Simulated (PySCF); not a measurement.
Coordinates in bohr (charge 0 multiplicity 2):
```
Ta    0.0000    0.0000    0.0000
H     2.6775   -0.0001    2.0065
H    -2.6775    0.0000    2.0065
H     0.0000    2.6775   -2.0065
H     0.0000   -2.6774   -2.0066
```

Method: PySCF, UPBE0, basis Ta def2-TZVP with ECP60, H def2-TZVP (scalar-relativistic core potentials, no spin–orbit coupling, density fitting).

This geometry of TaH4 is a stationary point at this level.

Task: What is the point group?

Result: D2d.

Task: Is it a minimum?

Result: Yes: all harmonic wavenumbers are real.

Task: Which band is strongest in the infrared?

Result: 1851 cm⁻¹ (e), 616 km/mol.

Task: Give the atomic charges and bond orders.

Result: 
```tsv
atom	Mulliken	Löwdin	polar tensor	spin (Mulliken)	Mayer order to Ta1
Ta1	0.58	0.48	1.37	1.17	–
H2,3,4,5	-0.14	-0.12	-0.34	-0.04	0.98
```

Task: Give the ideal-gas entropy at 298.15 K and 1 bar by parts.

Result: translation 174.0, rotation 63.6, vibration 11.7, spin 5.8; total 255.0 J/(mol K).

Other isomers or separated fragments may lie lower. With open d or f shells other occupations or spin states may lie lower. With an element this heavy the missing spin–orbit coupling can shift these numbers.
